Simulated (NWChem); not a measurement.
Species: GeH$_{2}$Cl$_{2}$; SMILES [GeH2]([Cl])[Cl]

```xyz
5

Ge     0.0000     0.0000    -0.6179
Cl    -1.7615     0.0000     0.6467
Cl     1.7615     0.0000     0.6467
H      0.0000     1.3069    -1.4406
H      0.0000    -1.3069    -1.4406
```
Atoms are numbered in this order, from 1.

All runs: NWChem. Pople sets run with spherical d functions. STO-3G and 3-21G are far too small for this property and stand as cheap habits. All runs use the structure optimised with PBE-D3(BJ)/def2-SVP. B3LYP is NWChem's, with the RPA form of VWN correlation. Field at 589 nm.

```json
[
 {"level": "B3LYP/STO-3G", "isotropic polarisability (bohr³)": "21.1", "anisotropy (bohr³)": "17.7", "relative time": "1"},
 {"level": "B3LYP/6-31G*", "isotropic polarisability (bohr³)": "46.0", "anisotropy (bohr³)": "19.8", "relative time": "8"},
 {"level": "B3LYP/def2-SVP", "isotropic polarisability (bohr³)": "45.2", "anisotropy (bohr³)": "15.9", "relative time": "5"},
 {"level": "B3LYP/def2-SVPD", "isotropic polarisability (bohr³)": "62.0", "anisotropy (bohr³)": "18.5", "relative time": "10"},
 {"level": "B3LYP/aug-cc-pVDZ", "isotropic polarisability (bohr³)": "61.4", "anisotropy (bohr³)": "19.0", "relative time": "70"}
]
```

The last column is a rough cost ratio, cheapest run = 1.
